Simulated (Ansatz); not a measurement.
`C[NH][GeH3]` + `[OH][AlH2]` → `C[O][AlH2]` + `[NH2][GeH3]` at 400 K and 1 bar (substitution at a C–N bond).

Computed with Ansatz on PBE0-D4/def2-TZVP structures; ΔE is electronic, products minus reactants. CCSD(T)/CBS is the MP2 limit (def2-TZVPP, def2-QZVPP) plus CCSD(T) − MP2 in def2-TZVPP, frozen cores. This one scheme is used for every species. For Ge outer-core shells are correlated without core-valence functions, which leaves a few kJ/mol of doubt a bond. Scalar relativity is left out up to krypton.

| species | CCSD(T)/CBS energy (Eh) | H − E (kJ/mol) | S (J/(mol·K)) |
| --- | --- | --- | --- |
| `C[NH][GeH3]` | -2173.06430 | 229.8 | 337.7 |
| `[OH][AlH2]` | -319.03157 | 88.7 | 271.1 |
| `C[O][AlH2]` | -358.26893 | 169.9 | 320.8 |
| `[NH2][GeH3]` | -2133.81884 | 149.5 | 296.9 |

H − E and S are ideal-gas, rigid-rotor, harmonic terms from PBE0-D4/def2-TZVP, for one conformer and one mirror image of each species. 1 Eh = 2625.50 kJ/mol, R = 8.31446 J/(mol·K).

Question: By hand: ΔE, ΔH, ΔS and ΔG.

Answer: ΔE = (-358.26893) + (-2133.81884) − (-2173.06430) − (-319.03157) = 0.00810 Eh = 21.3 kJ/mol. Δ(H − E) = 169.9 + 149.5 − 229.8 − 88.7 = 0.9, so ΔH = 22.2 kJ/mol. ΔS = 320.8 + 296.9 − 337.7 − 271.1 = 8.9 J/(mol·K). ΔG = 22.2 − 400 × (8.9)/1000 = 18.6 kJ/mol.

Question: By hand: the equilibrium constant, and the temperature at which ΔG would vanish if ΔH and ΔS stayed fixed.

Answer: log₁₀ K = −ΔG/(RT ln 10) = -2.4. ΔG = 0 at ΔH/ΔS = 2494 K, though so small a ΔS makes that figure unsure.

The number of gas molecules stays the same, so ΔS is small and ΔH decides. A doubt of 5 kJ/mol in ΔE shifts log₁₀ K by 0.7 here. Other conformers and mirror images would add mixing entropy, several J/(mol·K) or more a flexible species. These are equilibria of isolated gas molecules and say nothing of rates. Largest T1 diagnostic: 0.012 (customary marks: 0.02 for closed shells, 0.045 for open ones).
